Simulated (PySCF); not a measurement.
Species: CH6ClFOSi2.
Numbering: `[F:1][Si@H:2]([CH2:3][Cl:4])[O:5][SiH3:6]` (hydrogens: H7 on Si2; H8, H9 on C3; H10, H11, H12 on Si6)

The same species was optimised twice, with GFN2-xTB and with PBE0-D3(BJ)/def2-SVP (PySCF), and the same property calculations (PySCF, gas phase) were run on both structures.

```
       coordinate  GFN2-xTB  PBE0-D3(BJ)/def2-SVP  change
       Si2–O5 (Å)     1.596                 1.633  +0.037
       O5–Si6 (Å)     1.636                 1.666  +0.030
       Si2–C3 (Å)     1.903                 1.876  -0.027
       F1–Si2 (Å)     1.608                 1.621  +0.013
       C3–Cl4 (Å)     1.785                 1.793  +0.008
   Si2–O5–Si6 (°)     162.2                 146.3   -15.9
   Si2–C3–Cl4 (°)     110.6                 107.8    -2.8
    F1–Si2–O5 (°)     106.1                 108.7    +2.6
    F1–Si2–C3 (°)     105.5                 106.6    +1.1
    C3–Si2–O5 (°)     111.0                 110.0    -1.0
F1–Si2–C3–Cl4 (°)      -170                  -174      -4
F1–Si2–O5–Si6 (°)       147                   129     -18
```

Rotational constants: A = 1833, B = 1399, C = 843.2 MHz (GFN2-xTB) against A = 1705, B = 1648, C = 901.9 MHz (PBE0-D3(BJ)/def2-SVP). Point groups within 0.08 Å: C1 and C1. Atoms that the bonding makes alike are paired by their places after alignment.

On the GFN2-xTB structure: isotropic polarisability (au) 76.7 [CAM-B3LYP/def2-SVPD]; HOMO (eV) -9.69 [CAM-B3LYP/def2-SVPD]; LUMO (eV) 0.80 [CAM-B3LYP/def2-SVPD]; dipole (D) 0.41 [CAM-B3LYP/def2-SVPD]; HOMO (eV) -8.26 [PBE0/pcSseg-1]; LUMO (eV) 0.14 [PBE0/pcSseg-1]; dipole (D) 0.41 [PBE0/pcSseg-1]; GIAO shielding of F1 (ppm) 328.1 [PBE0/pcSseg-1]; GIAO shielding of Si2 (ppm) 384.3 [PBE0/pcSseg-1]; GIAO shielding of C3 (ppm) 154.0 [PBE0/pcSseg-1]; GIAO shielding of Cl4 (ppm) 965.3 [PBE0/pcSseg-1]; GIAO shielding of O5 (ppm) 295.3 [PBE0/pcSseg-1]; GIAO shielding of Si6 (ppm) 387.4 [PBE0/pcSseg-1].

What do these properties become on the PBE0-D3(BJ)/def2-SVP structure?

| property | level | on GFN2-xTB | on PBE0-D3(BJ)/def2-SVP | change |
| --- | --- | --- | --- | --- |
| isotropic polarisability (au) | CAM-B3LYP/def2-SVPD | 76.7 | 78.0 | +1.3 |
| HOMO (eV) | CAM-B3LYP/def2-SVPD | -9.69 | -9.86 | -0.17 |
| LUMO (eV) | CAM-B3LYP/def2-SVPD | 0.80 | 0.66 | -0.14 |
| dipole (D) | CAM-B3LYP/def2-SVPD | 0.41 | 0.82 | +0.41 |
| energy, GFN2-xTB geometry as zero (kcal/mol) | CAM-B3LYP/def2-SVPD | 0.0 | -3.0 | -3.0 |
| HOMO (eV) | PBE0/pcSseg-1 | -8.26 | -8.46 | -0.20 |
| LUMO (eV) | PBE0/pcSseg-1 | 0.14 | 0.01 | -0.13 |
| dipole (D) | PBE0/pcSseg-1 | 0.41 | 0.76 | +0.35 |
| energy, GFN2-xTB geometry as zero (kcal/mol) | PBE0/pcSseg-1 | 0.0 | -2.4 | -2.4 |
| GIAO shielding of F1 (ppm) | PBE0/pcSseg-1 | 328.1 | 325.8 | -2.3 |
| GIAO shielding of Si2 (ppm) | PBE0/pcSseg-1 | 384.3 | 380.4 | -3.9 |
| GIAO shielding of C3 (ppm) | PBE0/pcSseg-1 | 154.0 | 153.1 | -0.9 |
| GIAO shielding of Cl4 (ppm) | PBE0/pcSseg-1 | 965.3 | 956.5 | -8.8 |
| GIAO shielding of O5 (ppm) | PBE0/pcSseg-1 | 295.3 | 296.0 | +0.7 |
| GIAO shielding of Si6 (ppm) | PBE0/pcSseg-1 | 387.4 | 387.7 | +0.3 |

The heavy atoms differ by 0.174 Å rms after alignment. Among bonds between heavy atoms Si2–O5 changes most (+0.037 Å). Changes are differences of the printed values. Neither structure is proved a minimum here.

Shape of the structure used: `[F:1][Si@H:2]([CH2:3][Cl:4])[O:5][SiH3:6]`: F1–Si2–C3–Cl4 -174°, F1–Si2–O5–Si6 129°.
